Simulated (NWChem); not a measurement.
# MgICl; SMILES [Cl][Mg][I]

Computed with NWChem. Medium grid unless said otherwise, to which SCAN and Minnesota functionals are sensitive. All runs use the structure optimised with PBE0/def2-SVP. def2 effective core potentials on I; no spin-orbit coupling.

Q: Order these by “orbital gap (eV)”, lowest first: CAM-B3LYP/def2-SVP; LC-BLYP (range parameter 0.33 per bohr)/def2-SVP; PBE/def2-SVP; B3LYP/def2-SVP.

A: PBE/def2-SVP (4.14), B3LYP/def2-SVP (5.43), CAM-B3LYP/def2-SVP (7.95), LC-BLYP (range parameter 0.33 per bohr)/def2-SVP (9.62)
